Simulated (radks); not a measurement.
The germanium anion Ge4-, [Kr], held by a Watson sphere: a shell of charge +4 at radius R that stands for the Madelung well of a crystal (potential energy -4/R inside, -4/r outside, in hartree with lengths in bohr). Calculated with a radial shooting solver on a logarithmic mesh with Libxc functionals: scalar-relativistic Kohn-Sham, PBE, spin-polarised, spherical densities, point nucleus. Response by self-consistent Sternheimer equations with the Hartree and adiabatic LDA kernel, the relativistic mass of each level held fixed and spin-orbit coupling left out. The sphere does not respond.

| R (bohr) | e(3d) (eV) | e(4s) (eV) | e(4p) (eV) | <r> 4p (bohr) | sum of <r^2> (bohr^2) | X-ray form factor at sin(theta)/lambda = 0.1 1/angstrom | alpha (bohr^3) |
|---|---|---|---|---|---|---|---|
| 2.13 | -29.999 | -16.073 | -7.701 | 2.492 | 64.09 | 32.099 | 36.28 |
| 2.24 | -29.353 | -15.571 | -7.489 | 2.550 | 66.41 | 31.993 | 39.39 |
| 2.43 | -28.499 | -14.758 | -7.115 | 2.652 | 70.63 | 31.810 | 45.58 |
| 2.73 | -27.621 | -13.620 | -6.531 | 2.818 | 77.73 | 31.523 | 57.65 |
| 3 | -27.147 | -12.746 | -6.033 | 2.969 | 84.52 | 31.271 | 71.31 |
| 4.44 | -26.404 | -9.974 | -4.039 | 3.804 | 127.0 | 30.162 | 210.5 |
| 4.82 | -26.373 | -9.627 | -3.691 | 4.031 | 140.2 | 29.947 | 272.7 |
| 4.93 | -26.369 | -9.547 | -3.602 | 4.098 | 144.2 | 29.892 | 293.0 |
